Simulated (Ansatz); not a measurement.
Reaction (ligand exchange at the Al–O bond): `B[O][Al]([OH])[F]` + H₂S → `[OH][Al]([F])[SH]` + `BO`

Gas-phase electronic energies from Ansatz, PBE0-D4/def2-TZVP geometries. CCSD(T)/CBS adds triple-zeta CCSD(T) − MP2 to the extrapolated MP2 energy (def2 sets, frozen cores). This one scheme is used for every species. Functionals use def2-TZVPP. One conformer a species, not always the lowest.

`B[O][Al]([OH])[F]`:

```xyz
8

B    -0.604    0.702    1.718
O    -0.201    0.091    0.601
Al    0.325   -0.650   -0.793
O     0.586    0.275   -2.167
F     0.574   -2.271   -0.786
H     0.217    1.122    2.491
H    -1.782    0.821    1.934
H     0.886   -0.089   -2.998
```

H₂S:

Z-matrix (Å, degrees):
```
S
H 1 1.341
H 1 1.341 2 92.3
```

`[OH][Al]([F])[SH]`:

Z-matrix (Å, degrees):
```
Al
F 1 1.641
S 1 2.167 2 118.8
O 1 1.679 2 118.1 3 -180.0
H 3 1.345 1 92.0 2 -0.0
H 4 0.955 1 125.1 2 179.9
```

`BO`:

Z-matrix (Å, degrees):
```
B
O 1 1.348
H 1 1.196 2 116.8
H 1 1.202 2 120.7 3 -180.0
H 2 0.961 1 113.5 3 180.0
```

| level | ΔE (kcal/mol) |
| --- | --- |
| r2SCAN0-D4 | 4.0 |
| MP2/CBS(def2) | 4.1 |

**Question.** What does CCSD(T)/CBS give? (Best estimate.)

**Answer.** Computed: +4.4 kcal/mol. The listed levels differ from it by -0.4, -0.3 kcal/mol.

Largest T1 diagnostic among the species: 0.014.

In def2-TZVPP, CCSD(T) changes the Hartree–Fock value by −3.3 kcal/mol (the triples alone add −0.8 kcal/mol) and MP2 by −3.5 kcal/mol. At CCSD(T), def2-SVP lies +1.3 kcal/mol from the extrapolated value and def2-TZVPP +0.5 kcal/mol. From PBE to PBE0 (25 % exact exchange), in def2-TZVPP and without D4, ΔE moves by +0.9 kcal/mol.
